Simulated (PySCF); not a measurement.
C3H8BP.
SMILES: `C=CCBP`

Jobs on this species (13 atoms, 46 electrons) with PySCF (density fitting). Hardware of each: one thread, Intel Xeon 6975P-C (x86_64), shared host. Times come from a shared host and carry two figures at best. Peak memory is the resident size of the whole Python process, interpreter and libraries included.

| level and settings | work | basis functions | SCF cycles | wall time | peak memory |
| --- | --- | --- | --- | --- | --- |
| PBE0-D3(BJ)/def2-SVP, grid level 1 | geometry optimisation from a GFN2-xTB start shaken at random | 114 | ? | ? | ? |
| delta-SCF UKS PBE, pcX-2 on the ionised atom, pcseg-1 elsewhere, spin-free X2C | ΔSCF core ionisation, 6 holes | 156 | ? | ? | ? |
| delta-SCF UKS SCAN, def2-TZVP on the ionised atom, pcseg-1 elsewhere, spin-free X2C | ΔSCF core ionisation, 6 holes | 133 | 108 | 25 s | 0.48 GiB |
| delta-SCF UKS PBE0, pcX-2 on the ionised atom, pcseg-1 elsewhere, spin-free X2C | ΔSCF core ionisation, 6 holes | 156 | 92 | 30 s | 0.65 GiB |
| delta-SCF UKS SCAN, pcX-2 on the ionised atom, pcseg-1 elsewhere, non-relativistic | ΔSCF core ionisation, 6 holes | 156 | 108 | 26 s | 0.60 GiB |
| delta-SCF UKS SCAN, pcX-2 on the ionised atom, pcseg-1 elsewhere, spin-free X2C | ΔSCF core ionisation, 6 holes | 156 | 109 | 27 s | 0.58 GiB |
| delta-SCF UKS SCAN, pcX-1 on the ionised atom, pcseg-1 elsewhere, spin-free X2C | ΔSCF core ionisation, 6 holes | 136 | 109 | 22 s | 0.48 GiB |
| delta-SCF UKS B3LYP, pcX-2 on the ionised atom, pcseg-1 elsewhere, spin-free X2C | ΔSCF core ionisation, 6 holes | 156 | 94 | 31 s | 0.65 GiB |

Task: Fill in the missing figures.

Result: 
- PBE0-D3(BJ)/def2-SVP, grid level 1; geometry optimisation from a GFN2-xTB start shaken at random: 22 s, 0.48 GiB, 46 SCF cycles
- delta-SCF UKS PBE, pcX-2 on the ionised atom, pcseg-1 elsewhere, spin-free X2C; ΔSCF core ionisation, 6 holes: 16 s, 0.60 GiB, 102 SCF cycles

Task: What do all jobs in the table cost together?

Result: About 3.3 min; the longest takes about 16 % of that, and about 1.9 times as long as the shortest.
